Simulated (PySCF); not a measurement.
1,1-dichloro-3-fluoropropa-1,2-diene (C₃HCl₂F), SMILES C(Cl)(=C=CF)Cl.

Coordinates come from a PBE0-D3(BJ)/def2-SVP optimisation.

Two levels are set side by side: PBE/def2-TZVP (PySCF) and B3LYP/def2-TZVP (PySCF). Same geometry, gas phase. Differences are taken from unrounded values.

```
quantity                     B3LYP
---------------------------  -----
orbital gap (eV)              6.25
highest occupied level (eV)  -7.64
lowest empty level (eV)      -1.38
dipole moment (D)             1.25
mean polarisability (bohr³)   64.9
```

Q: What does PBE give, and how far is it from B3LYP? (The exact figures need the calculation; the answer reports its results.)

A: 
```tsv
quantity	PBE	PBE minus B3LYP
orbital gap (eV)	4.57	-1.69
highest occupied level (eV)	-6.66	0.98
lowest empty level (eV)	-2.09	-0.71
dipole moment (D)	1.15	-0.10
mean polarisability (bohr³)	66.5	1.5
```

PBE's occupied levels lie high since its potential decays too fast outside the molecule; exact exchange lowers them and widens the gap. Differences between two approximate levels are no errors against the true value.

Rough cost on one machine, each run with all the roots and properties that it gave: B3LYP against PBE within a factor of 2.
